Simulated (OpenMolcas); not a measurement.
**Cl+: effect of the active space**

- Program: OpenMolcas 26.06
- Method: CASSCF
- Basis: ANO-R1
- Scalar Hamiltonian: X2C, finite nucleus
- Spin-orbit coupling: state interaction with AMFI integrals over the reference wave functions, term energies averaged over their components

A. 4 electrons in 3 orbitals (3p); 2S+1 = 3 even, 3 roots; 2S+1 = 1 even, 6 roots; cost about 2.5 core-seconds
B. 6 electrons in 4 orbitals (3s 3p); 2S+1 = 3 even, 3 roots; 2S+1 = 1 even, 6 roots; 2S+1 = 3 odd, 3 roots; 2S+1 = 1 odd, 3 roots; cost roughly 9 core-seconds

Energies in cm-1 above 3s2 3p4 3P2, the measured ground level; measured values from NIST Handbook of Basic Atomic Spectroscopic Data.

```json
{"Level": "3s2 3p4 3P2", "A": "0.0", "B": "0.0", "Measured": "0.0"}
{"Level": "3s2 3p4 3P1", "A": "666", "B": "666", "Measured": "696"}
{"Level": "3s2 3p4 3P0", "A": "967", "B": "960", "Measured": "996"}
{"Level": "3s2 3p4 1D2", "A": "14350", "B": "14348", "Measured": "11654"}
{"Level": "3s2 3p4 1S0", "A": "35272", "B": "26516", "Measured": "27878"}
```

Deviations, from unrounded energies. A percentage is the sum of absolute deviations over the sum of measured energies, with the sign that they share, or ± where signs differ.

| Against measurement | Levels | A | B |
| --- | --- | --- | --- |
| mean absolute deviation (cm-1) | 4 | 2500 | 1000 |
| fine structure of the ground term (%) | 2 | -3.5 | -3.9 |
| other terms of the ground configuration (%) | 2 | +25.5 | ±10.3 |

B lies closest to measurement on these levels. The largest miss of B in the table is 3s2 3p4 1D2, by +2700 cm-1. The ranking rests on the paired levels alone, and a cruder setting can come out closer through cancelling errors.

Between A and B the level of the table that moves most is 3s2 3p4 1S0, by 8800 cm-1 (lowest in B, highest in A).

Without dynamic correlation excited terms often stand tens of per cent too high (terms of higher spin than the ground term too low), and those without a measured partner can miss by more than the paired ones. With the s shell closed, the reference lacks s² → p² mixing (holds for A). Computed and measured levels are paired by configuration, term and J; levels that our copy of the source lacks, or whose pairing is in doubt (as where it misses far off the trend of its configuration), stay unpaired and out of the deviations. Only configurations of the active space appear. Levels that lie high or do not pair safely by name in every column are left out.
